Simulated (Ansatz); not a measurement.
`CCCC(=O)N(C)C`, charge 0, multiplicity 1.

(1) Give a relaxed structure at PBE0-D4/def2-TZVP (the Gaussian-basis code of Ansatz). (An estimate is asked.)

## Answers

(1) Computed: 
Z-matrix (Å, degrees):
```
C
C 1 1.519
H 1 1.095 2 111.1
H 1 1.092 2 111.1 3 119.7
H 1 1.091 2 110.7 3 -120.4
C 2 1.519 1 113.1 3 59.2
H 2 1.092 1 109.6 3 -179.2
H 2 1.095 1 109.7 3 -61.8
C 6 1.520 2 112.6 1 72.2
H 6 1.096 2 110.2 1 -167.2
H 6 1.095 2 109.8 1 -50.6
O 9 1.218 6 121.1 2 9.0
N 9 1.363 6 117.3 2 -171.7
C 13 1.438 9 125.3 6 -0.7
C 13 1.442 9 119.3 6 178.3
H 14 1.095 13 109.9 9 -129.7
H 14 1.086 13 111.5 9 -10.2
H 14 1.097 13 111.3 9 111.1
H 15 1.087 13 108.7 9 -0.9
H 15 1.095 13 110.7 9 119.2
H 15 1.095 13 110.5 9 -121.0
```
This is one stationary point; other conformers may exist.
